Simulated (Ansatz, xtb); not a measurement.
**AlBrH3NO: where a starting geometry ends**

The starting geometry of this gas-phase singlet was built from a drawn formula by distance geometry and a force field; its bonds are those of `O[NH][AlH][Br]`.

| atom | x (Å) | y (Å) | z (Å) |
| --- | --- | --- | --- |
| Al | -2.8012 | 2.4066 | -0.5207 |
| Br | -4.4257 | 2.6637 | 1.1918 |
| N | -2.1232 | 0.6546 | -0.9436 |
| O | -1.6224 | 0.1459 | 0.2449 |
| H | -0.7254 | -0.1880 | -0.0203 |
| H | -2.9333 | 0.0796 | -1.2045 |
| H | -2.2878 | 3.6508 | -1.3294 |

Problem. Where would you expect an optimisation with r2SCAN-D4/def2-SVP to take it?

Solution. A new bond forms, giving a structure given below by its coordinates. Distances that change by over a tenth: N3–O4 (1.39 → 1.56 Å). Contacts that close: Al1–O4 (2.66 → 1.94 Å).

The energy falls by 0.77 eV over 12 steps:

```json
{"step": "1", "E − E(last) (eV)": "0.771"}
{"step": "2", "E − E(last) (eV)": "0.530"}
{"step": "3", "E − E(last) (eV)": "0.457"}
{"step": "5", "E − E(last) (eV)": "0.329"}
{"step": "6", "E − E(last) (eV)": "0.195"}
{"step": "7", "E − E(last) (eV)": "0.152"}
{"step": "8", "E − E(last) (eV)": "0.043"}
{"step": "10", "E − E(last) (eV)": "0.001"}
{"step": "11", "E − E(last) (eV)": "0.000"}
{"step": "12", "E − E(last) (eV)": "0.000"}
```

Final geometry (Å):

```yaml
atoms:
  - { symbol: Al, position_ang: [-2.6892, 2.1624, -0.3991] }
  - { symbol: Br, position_ang: [-4.4454, 2.5042, 0.9927] }
  - { symbol: N, position_ang: [-2.4686, 0.5139, -1.2228] }
  - { symbol: O, position_ang: [-1.6570, 0.5960, 0.1049] }
  - { symbol: H, position_ang: [-0.7365, 0.5112, -0.1914] }
  - { symbol: H, position_ang: [-3.1258, -0.2378, -0.9889] }
  - { symbol: H, position_ang: [-1.7964, 3.3632, -0.8772] }
```

From the same start GFN2-xTB reaches the same bonding as this run.

The end wasn't checked by frequencies. Run with Ansatz 0.2.0, 26 s on 2 threads of Intel(R) Xeon(R) Platinum 8375C CPU @ 2.90GHz (Ice Lake), with other jobs on the host.
